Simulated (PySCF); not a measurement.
Vertical excitation energies

Compound: (E)-1,2,3,3,3-pentafluoropropene, C₃HF₅.
SMILES: `F/C=C(/F)C(F)(F)F`

Method: TDDFT wB97X-D/def2-SVPD, vertical, gas phase, core orbitals frozen in the response in PySCF 2.14.0, density-fitted response routines. Geometry: PBE0-D3(BJ)/def2-SVP; no solvent, vibrations or thermal averaging. Torsions of this conformer, `[F:1]/[CH:2]=[C:3](/[F:4])[C:5]([F:6])([F:7])[F:8]`: C2–C3–C5–F6 128°.

Q: Predict the UV-vis stick spectrum at this level.

A: 

```tsv
state	λ (nm)	E (eV)	f	main configurations (H = HOMO, L = LUMO)
S1	169.5	7.32	0.317	H→L (87%)
S2	168.5	7.36	0.041	H→L+1 (57%), H→L+2 (21%), H→L (10%)
S3	150.7	8.22	0.035	H→L+2 (60%), H→L+1 (28%)
S4	145.5	8.52	0.0006	H-1→L (94%)
S5	134.5	9.22	0.0076	H→L+3 (62%), H→L+5 (27%)
S6	123.1	10.07	0.0025	H-3→L (68%), H→L+3 (8%)
S7	121.4	10.21	0.0014	H→L+4 (60%), H→L+7 (8%)
S8	121.2	10.23	0.0021	H→L+4 (24%), H→L+7 (17%), H→L+6 (15%)
S9	118.8	10.44	0.021	H-1→L+1 (60%), H-1→L+2 (22%)
S10	118.1	10.50	0.018	H→L+7 (43%), H→L+5 (24%), H→L+3 (14%)
```

Triplets, Tamm–Dancoff:

| state | E (eV) | λ (nm) | main configurations (H = HOMO, L = LUMO) |
| --- | --- | --- | --- |
| T1 | 4.26 | 291.3 | H→L (97%) |
| T2 | 6.95 | 178.3 | H→L+1 (52%), H→L+2 (30%), H→L+7 (12%) |
| T3 | 8.13 | 152.6 | H-1→L (68%), H→L+2 (14%), H→L+1 (11%) |
| T4 | 8.16 | 152.0 | H→L+2 (35%), H-1→L (28%), H→L+1 (27%) |

The lowest singlet comes at 169 nm (706 kJ/mol) in the vacuum ultraviolet; it is strong; its leading configuration is HOMO→LUMO (87%). The lowest level is also the most intense of those listed (f = 0.317). Löwdin shares by element: HOMO carbon 62% or more, fluorine 31% or more; LUMO carbon 65% or more, fluorine 8% or more, hydrogen 6% (atoms not listed hold the other 21%). Weighted by f, the mean energy of these states is 7.74 eV. Of the 10 states listed, 5 reach f = 0.01 and none stays under 0.0005. The listed states span 3.19 eV. The vertical ionisation energy (ΔSCF) is 10.93 eV, 0.42 eV above S10. Singlets were solved by full linear response, triplets in the Tamm–Dancoff approximation.

On one thread, Arm Neoverse V2 (aarch64) (shared host), this took 42 s and 0.95 GiB of memory at its peak.
